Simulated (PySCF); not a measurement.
# Dipole response of Bi (bismuth, neutral)

[Xe] 4f14 5d10 6s1 6p3 7s1, high-spin 6S determinant (an excited configuration). Computed with PySCF 2.14 in aug-cc-pwCVTZ-DK3 with one added diffuse shell each of s, d, f type (12s10p9d6f1g, 138 functions), with the spin-free X2C one-electron Hamiltonian (Gaussian nucleus). Coupled (time-dependent) response in atomic units; α is the mean over directions.

| method | mean α (bohr³) | C₆ (like pair) | S(−4) |
| --- | --- | --- | --- |
| UHF | 626.6 | 14840 | 274500 |

S(−4) is the Cauchy moment in α(ω) = α(0) + S(−4) ω² + …

α(iu) at UHF:

| u (hartree) | α(iu) (bohr³) |
| --- | --- |
| 0 | 626.6 |
| 0.0500 | 305.7 |
| 0.100 | 131.8 |
| 0.200 | 51.58 |
| 0.300 | 31.04 |
| 0.500 | 16.51 |
| 0.750 | 9.833 |
| 1.00 | 6.790 |
| 1.50 | 4.045 |
| 2.00 | 2.789 |
| 3.00 | 1.602 |
| 5.00 | 0.7351 |

A single London oscillator, α(iu) = α/(1 + u²/ω²), gives C₆ = (3/4) ω α². Matching the computed C₆ needs ω = 4 × 14840 / (3 × 626.6²) = 0.0504 hartree.

Spin-orbit coupling, which splits the p, d and f shells strongly at this Z, is absent. Spin-orbit coupling is strong in this species (close to jj coupling), so the high-spin LS determinant is a model state, not a physical level. The outer electron is Rydberg-like, and this basis confines it to a smaller radius and binds it less than a complete one would.
